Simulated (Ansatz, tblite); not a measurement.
Cost and result up the ladder for Si5Cl2 (the lowest singlet isomer of a short search) (7 atoms). Charge 0, multiplicity 1. Geometry: r2SCAN-D4/def2-SVP.

Cartesian coordinates in Å:
```
Si 1.211 -0.252 1.813
Si 1.065 -0.290 -0.580
Si -2.836 0.584 -0.693
Si -1.129 -0.395 0.467
Si -0.750 0.626 -1.656
Cl 0.814 1.829 2.106
Cl 1.626 -2.103 -1.458
```

Ansatz on 4 threads of Intel Xeon on a shared host; xTB runs through tblite on one thread. Times are rough, summed over both states, and most runs start from the orbitals of an earlier one. No level here is sound enough to serve as a yardstick. The other state is a triplet.

The xTB rows come from tblite. The structure comes from a short search, and lower isomers may exist.

xTB has no spin-polarisation term.

```json
{"level": "GFN1-xTB", "functions": "63", "wall time": "0.11 s"}
{"level": "GFN2-xTB", "functions": "63", "wall time": "0.16 s"}
{"level": "PBE-D4/def2-TZVP (with forces)", "functions": "259", "wall time": "31 s"}
{"level": "r2SCAN-D4/def2-TZVP", "functions": "259", "wall time": "64 s"}
{"level": "PBE0-D4/def2-TZVP", "functions": "259", "wall time": "1.8 min"}
```

Question: Estimate what each level gives for the vertical triplet (eV).

Answer: 
| level | vertical triplet (eV) | remarks |
| --- | --- | --- |
| GFN1-xTB | 0.86 | – |
| GFN2-xTB | 0.65 | – |
| PBE-D4/def2-TZVP (with forces) | 1.27 | – |
| r2SCAN-D4/def2-TZVP | 1.22 | restricted SCF unstable in HF (singlet) |
| PBE0-D4/def2-TZVP | 1.33 | restricted SCF unstable in HF (singlet) |
